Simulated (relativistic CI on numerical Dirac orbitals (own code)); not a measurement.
A reference radial Dirac CI calculation of Sc¹³⁺ gave the lowest total energy -663.83431 Ha in 27 SCF steps, from this input:

```
atom Sc  Z=21  charge=13  electrons=8
nucleus A=45  rms_radius_fm=3.5459
hamiltonian dirac-coulomb  breit=on  qed=on  c_scale=1
orbitals kli  potential=per-configuration
slater_scale 1
correlation none
mixing on
grid step=0.0125 r_max=7.3
scf mixing=0.4 start=green max_iterations=150 tolerance=2e-08 node_fill=0.05
configurations
  [He] 2s2 2p4
  [He] 2s 2p5
  [He] 2p6
end
```

One setting was then changed (and the iteration limit cut to 87), and the output read:

```
SCF 1: [He] 2s2 2p4
 iter      energy (Ha)   residual   last orbital (Ha)
    1      -658.381006   1.96e+00    -43.01586
    2      -662.112240   1.11e+00    -37.45460
    3      -663.911069   4.34e-02    -30.79914
SCF 2: [He] 2s 2p5
 iter      energy (Ha)   residual   last orbital (Ha)
    1      -654.620965   2.03e+00    -43.01586
    2      -658.773530   1.15e+00    -37.24851
    3      -660.758437   4.54e-02    -30.43409
SCF 3: [He] 2p6
 iter      energy (Ha)   residual   last orbital (Ha)
    1      -650.244107   2.09e+00    -43.01586
    2      -654.893449   1.18e+00    -37.04487
    3      -657.082320   5.67e-02    -30.04544
    4      -657.089640   3.56e-02    -30.31191
orbital energies (Ha): 1s -180.2126  2s -33.6421  2p1/2 -30.9934  2p3/2 -30.7991
configuration averages (Ha): Dirac-Coulomb, Breit, QED
  2s2 2p4                       -663.911069    0.190048    0.148934
  2s 2p5                        -660.758437    0.192329    0.141968
  2p6                           -657.089640    0.197908    0.135350
levels: no., configuration, term, J, E (cm-1), weight
   1 2s2 2p4                3P   2                0.0  0.96
   2 2s2 2p4                3P   1            31151.1  1.00
   3 2s2 2p4                3P   0            34996.7  0.94
   4 2s2 2p4                1D   2            99608.9  0.96
   5 2s2 2p4                1S   0           191705.6  0.92
   6 2s 2p5                 3P*  2           672756.0  1.00
   7 2s 2p5                 3P*  1           697801.1  0.99
   8 2s 2p5                 3P*  0           712896.4  1.00
   9 2s 2p5                 1P*  1           933961.9  0.99
  10 2p6                    1S   0          1586101.2  0.98
lowest total energy -663.830788 Ha
end: converged
```

Question: Which setting was changed?
A. Breit term
B. SCF tolerance
C. QED terms
D. charge

Answer: B. The SCF tolerance 0.05. This setting is bad on purpose; its numbers may not be properties of the ion.
